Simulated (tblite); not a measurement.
Species: C₆H₁₃FOSi₂.
SMILES with atom numbers: `[CH3:1][CH2:2][O:3][C@@H:4]([F:5])[Si@H:6]1[CH2:7][CH:8]=[CH:9][SiH2:10]1` (hydrogens: H11, H12, H13 on C1; H14, H15 on C2; H16 on C4; H17 on Si6; H18, H19 on C7; H20 on C8; H21 on C9; H22, H23 on Si10)

Computed with GFN2-xTB (tblite), gas phase: L-BFGS steps from a force-field or distance-geometry start until the largest atomic force falls under 0.01 eV/Å.

Step 45: E = -861.8573 eV
```
atom  x, y, z in Å  |  force x, y, z in eV/Å
C1     -3.9416    0.1920   -0.1383    0.047  -0.012   0.057
C2     -2.9654   -0.9829   -0.2349    0.041  -0.010  -0.013
O3     -1.6663   -0.7680    0.3123   -0.054   0.091   0.064
C4     -0.9568    0.3402   -0.1029    0.004   0.015  -0.027
F5     -1.1476    1.3911    0.7976   -0.063  -0.022  -0.048
Si6     0.8731   -0.2574   -0.1404    0.010  -0.044  -0.038
C7      2.1119    0.9679   -0.9532    0.037  -0.004   0.009
C8      3.4807    0.6588   -0.4288    0.032   0.005   0.063
C9      3.7001   -0.0294    0.6873   -0.015  -0.027   0.123
Si10    2.2318   -0.7050    1.6669    0.064  -0.049   0.044
H11    -3.7089    0.8010    0.7304    0.033  -0.002   0.065
H12    -3.9052    0.8266   -1.0233    0.045  -0.046   0.069
H13    -4.9558   -0.1845   -0.0239    0.043   0.013  -0.072
H14    -3.3349   -1.8391    0.3361   -0.002   0.044  -0.025
H15    -2.8446   -1.2879   -1.2842   -0.050  -0.015  -0.017
H16    -1.3267    0.7259   -1.0622    0.038   0.023  -0.015
H17     0.7433   -1.4169   -1.0466   -0.017   0.002  -0.080
H18     1.8960    2.0134   -0.7108   -0.084  -0.041  -0.007
H19     2.1219    0.9066   -2.0430   -0.011   0.003   0.006
H20     4.3127    1.0605   -0.9999   -0.046  -0.015  -0.036
H21     4.7180   -0.1914    1.0181   -0.029   0.053  -0.022
H22     2.4509   -2.1315    1.9426    0.008  -0.020  -0.007
H23     2.1085   -0.0629    2.9840   -0.030   0.057  -0.095
```

Step 46: E = -861.8609 eV
```
atom  x, y, z in Å  |  force x, y, z in eV/Å
C1     -3.9388    0.1931   -0.1350    0.038  -0.011   0.054
C2     -2.9640   -0.9812   -0.2338    0.047  -0.029  -0.012
O3     -1.6653   -0.7671    0.3118   -0.015   0.102   0.047
C4     -0.9540    0.3383   -0.1072    0.011   0.038  -0.023
F5     -1.1471    1.3921    0.7921   -0.046  -0.045  -0.092
Si6     0.8769   -0.2625   -0.1427   -0.107  -0.054  -0.034
C7      2.1096    0.9659   -0.9519    0.000  -0.008  -0.010
C8      3.4755    0.6586   -0.4285    0.076   0.017   0.077
C9      3.6948   -0.0282    0.6873   -0.001  -0.043   0.180
Si10    2.2293   -0.7060    1.6680    0.066  -0.046   0.060
H11    -3.7056    0.7958    0.7372    0.010   0.009   0.091
H12    -3.8953    0.8335   -1.0150    0.035  -0.044   0.055
H13    -4.9539   -0.1841   -0.0289    0.054   0.032  -0.064
H14    -3.3289   -1.8375    0.3389   -0.034   0.028  -0.024
H15    -2.8470   -1.2847   -1.2833   -0.038  -0.030  -0.035
H16    -1.3206    0.7214   -1.0706    0.042   0.012   0.039
H17     0.7420   -1.4177   -1.0552   -0.006   0.008  -0.064
H18     1.8896    2.0094   -0.7107   -0.085  -0.002   0.008
H19     2.1208    0.9044   -2.0397   -0.016   0.004  -0.066
H20     4.3075    1.0601   -0.9970   -0.010   0.009  -0.065
H21     4.7117   -0.1831    1.0213    0.004   0.035  -0.018
H22     2.4480   -2.1324    1.9410    0.011  -0.027   0.001
H23     2.1099   -0.0609    2.9847   -0.036   0.046  -0.106
```

Step 47: E = -861.8655 eV
```
atom  x, y, z in Å  |  force x, y, z in eV/Å
C1     -3.9415    0.1966   -0.1209    0.008   0.075   0.053
C2     -2.9704   -0.9770   -0.2323    0.071  -0.042  -0.018
O3     -1.6655   -0.7648    0.3000    0.003   0.082  -0.001
C4     -0.9525    0.3351   -0.1267    0.010   0.081  -0.015
F5     -1.1621    1.3991    0.7618    0.001  -0.082  -0.166
Si6     0.8837   -0.2665   -0.1414   -0.244  -0.066  -0.039
C7      2.1125    0.9601   -0.9534   -0.051   0.038  -0.070
C8      3.4747    0.6638   -0.4209    0.089   0.051   0.057
C9      3.6919   -0.0192    0.6963    0.041  -0.037   0.207
Si10    2.2326   -0.7106    1.6726    0.041  -0.056   0.094
H11    -3.7151    0.7795    0.7702   -0.053  -0.052   0.009
H12    -3.8792    0.8592   -0.9868    0.017  -0.098   0.127
H13    -4.9606   -0.1848   -0.0439    0.134   0.096  -0.047
H14    -3.3265   -1.8315    0.3477   -0.059   0.008  -0.027
H15    -2.8716   -1.2808   -1.2843   -0.008  -0.029  -0.009
H16    -1.3081    0.7070   -1.1022    0.056  -0.010   0.132
H17     0.7492   -1.4237   -1.0557    0.004   0.032  -0.034
H18     1.8838    2.0072   -0.7303   -0.062  -0.045   0.012
H19     2.1298    0.8836   -2.0408   -0.016   0.008  -0.056
H20     4.3066    1.0707   -0.9843    0.015   0.022  -0.072
H21     4.7082   -0.1572    1.0363    0.039   0.006  -0.001
H22     2.4539   -2.1423    1.9237    0.008   0.001   0.011
H23     2.1216   -0.0763    2.9981   -0.044   0.019  -0.146
```

Step 48: E = -861.8706 eV
```
atom  x, y, z in Å  |  force x, y, z in eV/Å
C1     -3.9306    0.1985   -0.1143    0.015   0.005   0.020
C2     -2.9623   -0.9752   -0.2307    0.013  -0.034   0.006
O3     -1.6638   -0.7596    0.3046    0.101   0.016  -0.039
C4     -0.9454    0.3329   -0.1326    0.008   0.061   0.012
F5     -1.1555    1.3969    0.7518    0.029  -0.004  -0.147
Si6     0.8849   -0.2809   -0.1493   -0.267  -0.052   0.011
C7      2.1055    0.9573   -0.9516   -0.108  -0.048  -0.034
C8      3.4647    0.6627   -0.4180    0.077   0.050   0.064
C9      3.6795   -0.0189    0.7006    0.071   0.023   0.135
Si10    2.2268   -0.7136    1.6772   -0.036  -0.026  -0.014
H11    -3.7038    0.7709    0.7795   -0.070  -0.005   0.107
H12    -3.8576    0.8656   -0.9709    0.022  -0.011   0.017
H13    -4.9495   -0.1801   -0.0542    0.069   0.082  -0.007
H14    -3.3144   -1.8292    0.3499   -0.102  -0.037  -0.014
H15    -2.8697   -1.2763   -1.2827    0.028  -0.046  -0.042
H16    -1.2967    0.7017   -1.1102    0.025  -0.016   0.119
H17     0.7442   -1.4246   -1.0794    0.014   0.022  -0.015
H18     1.8649    1.9974   -0.7237   -0.057   0.048   0.045
H19     2.1231    0.8872   -2.0361   -0.005   0.000  -0.167
H20     4.2934    1.0670   -0.9851    0.074   0.039  -0.064
H21     4.6948   -0.1446    1.0388    0.136  -0.040   0.048
H22     2.4428   -2.1422    1.9273    0.027  -0.059   0.036
H23     2.1198   -0.0659    2.9920   -0.064   0.032  -0.078
```

Q: Estimate the geometry and energy of step 49. (The exact step hangs on the optimiser's Hessian estimate; all steps are aligned on step 48, rigid shifts and turns removed.)

A: E = -861.8763 eV, largest force 0.189 eV/Å
```
atom  x, y, z in Å  |  force x, y, z in eV/Å
C1     -3.9316    0.2023   -0.1015    0.018   0.035   0.017
C2     -2.9668   -0.9731   -0.2297    0.002  -0.011   0.007
O3     -1.6631   -0.7581    0.2946    0.078  -0.037  -0.057
C4     -0.9447    0.3307   -0.1494   -0.003   0.043   0.019
F5     -1.1654    1.4017    0.7217    0.044   0.034  -0.124
Si6     0.8846   -0.2837   -0.1483   -0.186  -0.030   0.013
C7      2.1067    0.9535   -0.9556   -0.089  -0.045  -0.033
C8      3.4661    0.6692   -0.4098    0.017   0.053   0.030
C9      3.6786   -0.0104    0.7115    0.085   0.072   0.052
Si10    2.2285   -0.7168    1.6817   -0.064  -0.031  -0.052
H11    -3.7143    0.7566    0.8087   -0.095  -0.049   0.034
H12    -3.8445    0.8861   -0.9453    0.022  -0.031   0.060
H13    -4.9524   -0.1767   -0.0665    0.090   0.103   0.011
H14    -3.3162   -1.8252    0.3557   -0.092  -0.038  -0.021
H15    -2.8885   -1.2744   -1.2841    0.045  -0.032  -0.002
H16    -1.2881    0.6887   -1.1329    0.012  -0.013   0.095
H17     0.7545   -1.4324   -1.0747    0.005   0.027  -0.008
H18     1.8598    1.9970   -0.7408   -0.036  -0.013   0.034
H19     2.1303    0.8714   -2.0416    0.004   0.004  -0.084
H20     4.2945    1.0778   -0.9767    0.052   0.023  -0.023
H21     4.6945   -0.1255    1.0513    0.136  -0.052   0.068
H22     2.4442   -2.1501    1.9118    0.027  -0.038   0.043
H23     2.1285   -0.0816    3.0029   -0.073   0.028  -0.077
```

The energy changes by -0.0057 eV. The first-order estimate −F·Δx gives -0.0072 eV and the mean of the old and new forces, exact on a quadratic surface, -0.0057 eV. The step makes an angle of 82° with the force vector and moves no atom by more than 0.035 Å.

What follows is the cost of the whole relaxation. The run took 3.4 s on Arm Neoverse N1, one thread, no GPU, shared host with 64 logical CPUs at a one-minute load of 60.
